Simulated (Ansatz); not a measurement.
`O[Si](F)([SiH3])S` + NH₃ → `N[SiH3]` + `O[SiH](F)S`  (cleavage of the Si–Si bond)

Program: Ansatz. Geometries: PBE0-D4/def2-TZVP. ΔE: electronic, gas phase. CCSD(T)/CBS adds triple-zeta CCSD(T) − MP2 to the extrapolated MP2 energy (def2 sets, frozen cores). This one scheme is used for every species. DFT in def2-TZVPP. B3LYP here is the variant with VWN-RPA as its local correlation; programs differ in this. Each species was taken in one conformer, which may not be the lowest.

(1) Is it downhill or uphill in electronic energy at CCSD(T)/CBS, and by how much? (Best estimate.)

(2) What do these levels give: r2SCAN-D4, B3LYP-D4, ωB97X-V, r2SCAN, MP2/def2-TZVPP, SCS-MP2/def2-TZVPP? (Best estimate.)

Largest T1 diagnostic among the species: 0.013.

Results:

(1) Computed: Downhill: ΔE = -0.48 eV.

(2) The calculation gave: r2SCAN-D4 -0.43, B3LYP-D4 -0.44, ωB97X-V -0.47, r2SCAN -0.44, MP2/def2-TZVPP -0.57, SCS-MP2/def2-TZVPP -0.60 eV.

From PBE to PBE0 (25 % exact exchange), in def2-TZVPP and without D4, ΔE moves by −0.08 eV. The D4 term adds +0.07 eV with B3LYP and +0.04 eV with PBE0; it sums over pairs of atoms, weighted by their polarisabilities, and B3LYP, whose exchange is more repulsive, gets the larger term. In def2-TZVPP, CCSD(T) changes the Hartree–Fock value by +0.23 eV (the triples alone add +0.04 eV) and MP2 by +0.15 eV.
